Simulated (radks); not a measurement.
Results of a calculation; reference values are marked as such.
Question: Eu VIII, 56 electrons, occupied as [Kr] 4d10 4f5 5s2 5p3. Code: a radial shooting solver on a logarithmic mesh with Libxc functionals. Model: Dirac Kohn-Sham, LDA (Slater exchange, Perdew-Wang correlation), spin-unpolarised, spherical densities, finite nucleus; open shells fill j = l - 1/2 first; Fermi nuclear charge, rms radius 5.1115 fm. Some entries of the table are withheld. Estimate them.

orbital  occ.  eigenvalue (hartree)  <r^2> (bohr^2)  <r> (bohr)
1s1/2       2             -1777.666       0.0006803     0.02234
2s1/2       2             -295.0744         0.01064     0.09466
2p1/2       2                   (1)        0.007730     0.07910
2p3/2       4                   (2)        0.008968     0.08583
3s1/2       2             -67.96715         0.07124      0.2495
3p1/2       2             -61.55406         0.06643      0.2390
3p3/2       4             -56.70801         0.07358      0.2519
3d3/2       4             -45.55691             (3)      0.2237
3d5/2       6             -44.50157             (4)      0.2277
4s1/2       2             -16.54264          0.3596      0.5643
4p1/2       2             -14.05905          0.3781      0.5764
4p3/2       4             -12.97101          0.4166      0.6053
4d3/2       4              -8.86255          0.4744         (5)
4d5/2       6              -8.66467          0.4890         (6)
5s1/2       2              -4.98363           1.787       1.266
5p1/2       2              -4.20929           2.074       1.362
5p3/2       1              -4.00484           2.255       1.421
4f5/2       5              -3.79870          0.7486      0.7818
4f7/2       0              -3.76998          0.7603      0.7880
5d3/2       0              -2.84749           3.188       1.685
5d5/2       0              -2.81649           3.258       1.703
6s1/2       0              -2.28375           6.591       2.436

Answer: 
(1) 2p1/2 eigenvalue (hartree): -280.2732
(2) 2p3/2 eigenvalue (hartree): -256.4882
(3) 3d3/2 <r^2> (bohr^2): 0.05892
(4) 3d5/2 <r^2> (bohr^2): 0.06092
(5) 4d3/2 <r> (bohr): 0.6401
(6) 4d5/2 <r> (bohr): 0.6499
